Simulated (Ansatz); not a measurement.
`FC(F)C(Cl)I` + H₂ → `ClCI` + `FCF` at 500 K and 1 bar (hydrogenolysis of a C–C bond).

Computed with Ansatz on PBE0-D4/def2-TZVP structures; ΔE is electronic, products minus reactants. CCSD(T)/CBS is the MP2 limit (def2-TZVPP, def2-QZVPP) plus CCSD(T) − MP2 in def2-TZVPP, frozen cores. This one scheme is used for every species. Elements past krypton have def2 core potentials. For I outer-core shells are correlated without core-valence functions, which leaves a few kJ/mol of doubt a bond. One conformer a species, not always the lowest.

```
      species  CCSD(T)/CBS energy (Eh)  H − E (kJ/mol)  S (J/(mol·K))
`FC(F)C(Cl)I`              -1034.09854           150.8          415.6
           H₂                 -1.17544            41.0          145.5
       `ClCI`               -796.46468            99.4          327.2
        `FCF`               -238.82660           107.3          272.2
```

H − E and S are ideal-gas, rigid-rotor, harmonic terms from PBE0-D4/def2-TZVP, for one conformer and one mirror image of each species. The MP2-based limit puts H₂ 0.8 mEh under its directly extrapolated value; such offsets cancel only in part. 1 Eh = 2625.50 kJ/mol, R = 8.31446 J/(mol·K).

Question: By hand: ΔE, ΔH, ΔS and ΔG.

Answer: ΔE = (-796.46468) + (-238.82660) − (-1034.09854) − (-1.17544) = -0.01730 Eh = -45.4 kJ/mol. Δ(H − E) = 99.4 + 107.3 − 150.8 − 41.0 = 14.9, so ΔH = -30.5 kJ/mol. ΔS = 327.2 + 272.2 − 415.6 − 145.5 = 38.3 J/(mol·K). ΔG = -30.5 − 500 × (38.3)/1000 = -49.6 kJ/mol.

Question: By hand: the equilibrium constant, and the temperature at which ΔG would vanish if ΔH and ΔS stayed fixed.

Answer: log₁₀ K = −ΔG/(RT ln 10) = 5.2. ΔH and −TΔS have one sign here, so there is no such temperature.

TΔS isn't small against ΔH here. A doubt of 5 kJ/mol in ΔE shifts log₁₀ K by 0.5 here. Other conformers and mirror images would add mixing entropy, several J/(mol·K) or more a flexible species. These are equilibria of isolated gas molecules and say nothing of rates. Largest T1 diagnostic: 0.011 (customary marks: 0.02 for closed shells, 0.045 for open ones).
